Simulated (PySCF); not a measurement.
Highest occupied level (eV) of eight halogen compounds: PBE beside r2SCAN, computed with PySCF for isolated molecules in the bases named; differences from unrounded values. The eight are the first of their class met in an unordered collection, after screening for sound electronic states; none was chosen by its value. Each molecule has one DFT geometry for both levels.

```csv
molecule,basis,r2SCAN,PBE,difference
"4,4-dichlorobut-1-yne (C4H4Cl2), SMILES C#CCC(Cl)Cl",def2-TZVP,-7.16,-6.91,0.25
"1-bromo-3-fluoropropa-1,2-diene (C3H2BrF), SMILES FC=C=CBr",def2-TZVP,-6.86,-6.61,0.25
"dibromo-chloro-fluoromethane (CBr₂ClF), SMILES BrC(Br)(F)Cl",def2-TZVP,-7.49,-7.14,0.36
"1-ethenyl-1-fluorocyclopropane (C5H7F), SMILES C=CC1(F)CC1",def2-TZVP,-6.12,-5.94,0.19
"1,1-dichloro-2,2-difluoroethane (C2H2Cl2F2), SMILES FC(C(Cl)Cl)F",def2-TZVP,-7.92,-7.56,0.35
"C4H6ClF, SMILES CC/C(F)=C/Cl",def2-TZVP,-6.07,-5.85,0.22
"dibromo(fluoro)methane (CHBr2F), SMILES FC(Br)Br",def2-TZVPD,-7.43,-7.11,0.32
"C₄H₃ClF₂, SMILES C=C(F)/C(Cl)=C\F",def2-TZVP,-6.21,-6.00,0.21
```

PBE lies below r2SCAN in 0 and above it in 8 of the eight; the mean signed difference is 0.27 and the largest 0.36 eV.
